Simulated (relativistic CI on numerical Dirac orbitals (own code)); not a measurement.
## What each ingredient does to the levels of Ba¹⁶⁺

Base calculation: Dirac-Coulomb-Breit CI, KLI orbitals optimised for each configuration, model QED, unscaled Slater integrals.

CI space (outside the closed core [Ar] 3d10): 4s2.4p6.4d4, 4s2.4p5.4d5, 4s2.4p6.4d3.4f, 4s.4p6.4d5, 4s2.4p5.4d4.4f, 4s2.4p6.4d3.5s, 4s2.4p6.4d3.5p, 4s.4p6.4d4.4f, 4s2.4p6.4d2.4f.5s, 4s2.4p6.4d3.5d, 4s2.4p6.4d2.5s.5p, 4s2.4p5.4d4.5s, 4s2.4p6.4d3.5f, 4s2.4p6.4d3.6s, 4s2.4p6.4d3.6p, 4s2.4p5.4d4.5d, 4s2.4p6.4d3.6f, 4s2.4p6.4d3.7s, 4s2.4p6.4d3.7p, 4s.4p6.4d4.5p, 4p6.4d6, 4p5.4d7, 4p5.4d6.4f, 4s2.4p6.4d2.5s2, 4s2.4p6.4d.4f.5s2, 4s2.4p5.4d2.4f.5s2, 4s2.4p6.4d.5s2.5p. Double excitations out of closed p, d and f shells are left out; levels of such configurations are missing from the list, as are those of other unlisted configurations, and high levels can miss mixing partners. These lack a partner that the ground configuration has and come out too high: 4s2.4p5.4d4.5s, 4s2.4p5.4d4.5d.

Variants: (1) configuration mixing switched off; (2) Breit term removed. Shifts of the energy above 4s2.4p6.4d4 5D_0, in cm⁻¹, for the lowest level and the first level of each name with at least 55 % of one term (blank where a level changes its place among those of its configuration and J or its character, or is not in the variant):

```tsv
Level	Base	Δ(1)	Δ(2)
4s2.4p6.4d4 5D_0	0	0	0
4s2.4p6.4d4 5D_1	9840	+680	+568
4s2.4p6.4d4 5D_2	18755	+1068	+954
4s2.4p6.4d4 5D_3	25998	+1178	+1174
4s2.4p6.4d4 5D_4	31060	+1027	+1194
4s2.4p6.4d4 3H_4	48760	+2038	+1065
4s2.4p6.4d4 3G_3	59382	+1681	+973
4s2.4p6.4d4 3H_5	60649	+2613	+1440
4s2.4p6.4d4 3F_2	64007	-201	+915
4s2.4p6.4d4 3H_6	65720	+2839	+1671
4s2.4p6.4d4 3P_1	66579	-1148	+1151
4s2.4p6.4d4 3G_4	73199	+2381	+1551
4s2.4p6.4d4 3G_5	90710	+2731	+2198
4s2.4p6.4d4 1I_6	94539	+3285	+2242
4s2.4p6.4d4 3D_1	97161	+2137	+1732
4s2.4p6.4d4 1S_0	112978	+989	+1909
4s2.4p6.4d4 1F_3	118637	+1880	+1869
4s2.4p6.4d4 1D_2	188449	-122	+1781
4s2.4p5.4d5 7P°_4	710168	-23774	+2902
4s2.4p5.4d5 7P°_3	739605	-24397	+2992
4s2.4p5.4d5 5P°_1	768833	-23824	+2889
4s2.4p5.4d5 5G°_6	769969	-23022	+3224
```

At this charge energies of transitions that change n are usually good to better than 1 %, and those within a shell (Δn = 0) to a few per cent. Terms inside the open d or f shell come out 10 to 20 % too wide with unscaled integrals.

Ionisation energy from the two ground configurations alone: base 422.435 eV; Breit term removed 422.572 eV. The NIST ASD value (theoretical) is 422 eV.

LS names give the leading component of a level, which can be under half, so a name can repeat, a term be missing and a line seem to break the LS rules.
